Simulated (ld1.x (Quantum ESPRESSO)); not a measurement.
**Which change was made? (B, TM)**

ld1.x (Quantum ESPRESSO) 7.5 input, shortened:

```
&input
   title='B', zed=5., rel=2, dft='PZ', iswitch=3,
   config='[He] 2s2 2p1 3d-2', rel_dist='average'
 /
 &inputp
   pseudotype=2, tm=.true., lloc=0,
   nlcc=.false.
 /
3
2P  2  1   1.00   0.00  4.10  4.10  0.0
3D  3  2  -2.00   0.45  4.15  4.15  0.0
2S  1  0   2.00   0.00  1.45  1.45  0.0
 &test
   configts(1)='2s2 2p1'
 /
```

Open shells are filled in proportion to 2j + 1 (rel_dist='average').

Cutoffs, loose and tight: the cutoffs (Ry, on a coarse ladder) from which the occupation-weighted sum of valence levels, in a spherical-Bessel basis at the reference potential, stays within 10 and 1 mRy of its value at 400 Ry. They do not see the model core or the augmentation charge, which bear on the density cutoff. Test errors are all-electron minus pseudo excitation energies from the reference, over the configurations 2s2 2p0; 2s1 2p0; 2s2 2p0.5; 2s1 2p2; 2s0 2p3; 2s2 2p1.3; 2s1 2p1; variants that change the core or the reference have their own tests.

The base gives: outcome: generated; cutoff, loose: 21 Ry; cutoff, tight: 50 Ry; bound ghosts: none; largest test error (meV): +739.

(1) After one change the result is: outcome: generated; cutoff, loose: 21 Ry; cutoff, tight: 50 Ry; bound ghosts: none; largest test error (meV): +523. Which change was it?
A. wave 2p (bound): rc 4.10 bohr becomes 2p (bound): rc 2.62 bohr
B. wave 2p (bound): rc 4.10 bohr becomes 2p (bound): rc 5.84 bohr
C. wave 2p (bound): rc 4.10 bohr becomes 2p (bound): rc 4.70 bohr
D. wave 2p (bound): rc 4.10 bohr becomes 2p (bound): rc 3.62 bohr

Answers

(1) D. The others give: wave 2p (bound): rc 4.10 bohr becomes 2p (bound): rc 4.70 bohr → outcome: generated; cutoff, loose: 21 Ry; cutoff, tight: 50 Ry; bound ghosts: none; largest test error (meV): +1026 | wave 2p (bound): rc 4.10 bohr becomes 2p (bound): rc 2.62 bohr → outcome: generated; cutoff, loose: 21 Ry; cutoff, tight: 50 Ry; bound ghosts: none; largest test error (meV): +221 | wave 2p (bound): rc 4.10 bohr becomes 2p (bound): rc 5.84 bohr → outcome: generated; cutoff, loose: 21 Ry; cutoff, tight: 50 Ry; bound ghosts: none; largest test error (meV): +1729.
